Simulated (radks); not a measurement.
Problem. Bi, configuration [Hg] 6p(up 1.875, down 1.125) (fractional occupations, a model configuration). Calculated with a radial shooting solver on a logarithmic mesh with Libxc functionals: scalar-relativistic Kohn-Sham, PBEsol, spin-polarised, spherical densities, finite nucleus; Fermi nuclear charge, rms radius 5.5211 fm. Some entries of the table are withheld. Estimate them.

orbital   occ.  eigenvalue (eV)  <r^2> (bohr^2)  r(max) (bohr)
1s up        1        -90586.34       0.0003465       0.009666
1s down      1        -90586.33       0.0003465       0.009666
2s up        1        -16277.85        0.005248        0.05622
2s down      1        -16277.85        0.005248        0.05622
2p up        3        -13932.52        0.004487        0.04691
2p down      3        -13932.52        0.004487        0.04691
3s up        1        -3929.210         0.03372         0.1585
3s down      1        -3929.205         0.03372         0.1585
3p up        3        -3258.778         0.03503         0.1589
3p down      3        -3258.773         0.03503         0.1589
3d up        5        -2583.403         0.02902         0.1294
3d down      5        -2583.398         0.02902         0.1294
4s up        1        -901.4114          0.1606         0.3559
4s down      1        -901.4031          0.1606         0.3559
4p up        3        -681.6120          0.1842         0.3760
4p down      3        -681.6029          0.1842         0.3760
4d up        5        -429.8875          0.2060         0.3815
4d down      5        -429.8772          0.2060         0.3815
5s up        1        -157.6644          0.7731         0.7704
5s down      1        -157.6411          0.7731         0.7705
4f up        7        -152.6436          0.2322         0.3419
4f down      7        -152.6319          0.2322         0.3419
5p up        3              (1)           1.013         0.8599
5p down      3              (2)           1.013         0.8599
5d up        5         -27.0893           1.773            (3)
5d down      5         -27.0147           1.763            (4)
6s up        1         -14.6900           5.361          1.872
6s down      1         -14.3114           5.323          1.865
6p up    1.875          -4.8045             (5)          2.458
6p down  1.125          -4.3530             (6)          2.450

Solution. 
(1) 5p up eigenvalue (eV): -95.8311
(2) 5p down eigenvalue (eV): -95.8078
(3) 5d up r(max) (bohr): 1.033
(4) 5d down r(max) (bohr): 1.033
(5) 6p up <r^2> (bohr^2): 10.64
(6) 6p down <r^2> (bohr^2): 10.86
